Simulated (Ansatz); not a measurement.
Start from `B[NH][GaH][CH3]` and change one atom or group to get `B[NH][GaH2]`.

Ansatz, PBE0-D4/def2-TZVP geometries, multiplicity 1. Each molecule was computed in one conformer, which needn't be the lowest.

Scalar relativity is left out up to krypton.

```csv
property,`B[NH][GaH][CH3]`
size of the dipole moment (B3LYP/def2-TZVPP) / D,1.48
size of the dipole moment (ωB97M-V/def2-TZVPP) / D,1.53
HOMO–LUMO gap (PBE0/def2-TZVPP) / eV,7.14
HOMO energy (PBE0/def2-TZVPP) / eV,-8.23
size of the dipole moment (PBE/def2-TZVPP) / D,1.51
LUMO energy (ωB97M-V/def2-TZVPP) / eV,0.60
```

Problem. What does the change do to each property? (Estimate.)

Solution. Computed: 
```json
{"property": "size of the dipole moment (B3LYP/def2-TZVPP) / D", "`B[NH][GaH2]`": "1.62", "shift": "0.14"}
{"property": "size of the dipole moment (ωB97M-V/def2-TZVPP) / D", "`B[NH][GaH2]`": "1.68", "shift": "0.15"}
{"property": "HOMO–LUMO gap (PBE0/def2-TZVPP) / eV", "`B[NH][GaH2]`": "6.93", "shift": "-0.21"}
{"property": "HOMO energy (PBE0/def2-TZVPP) / eV", "`B[NH][GaH2]`": "-8.38", "shift": "-0.15"}
{"property": "size of the dipole moment (PBE/def2-TZVPP) / D", "`B[NH][GaH2]`": "1.66", "shift": "0.15"}
{"property": "LUMO energy (ωB97M-V/def2-TZVPP) / eV", "`B[NH][GaH2]`": "0.25", "shift": "-0.35"}
```

With PBE0 the HOMO falls by 0.15 eV and the LUMO falls by 0.37 eV, so the gap narrows by about 0.22 eV. PBE moves the HOMO by -0.15 eV and ωB97M-V by -0.14 eV. Dipoles are sizes alone; their direction can turn.

Positive LUMOs are unbound, so they and the gaps depend on the basis.

B3LYP here is the variant with VWN-RPA as its local correlation; programs differ in this.
